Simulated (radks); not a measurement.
Values are calculated unless marked as measured or tabulated.
The germanium ion Ge3+, [Ar] 3d10 4s1. Level of theory: non-relativistic Kohn-Sham, PBE, spin-polarised, spherical densities, point nucleus (a radial shooting solver on a logarithmic mesh with Libxc functionals). Every spin shell is full or empty, so the densities are truly spherical. Functionals are evaluated on that one density, not self-consistently. Rank these exchange functionals by their error against the exact value of the orbitals, and give that value: LDA, PBE, PBEsol, revPBE, WC, AM05, B86b, MS2, TASK.

Answer. Exact: -76.6094 hartree. From best to worst, with 100 (|E| - |E exact|)/|E exact| (equal figures are ties): revPBE -0.06, B86b +0.21, MS2 -0.28, PBE -0.28, WC -0.90, TASK -2.43, PBEsol -2.50, AM05 -5.19, LDA -5.71.
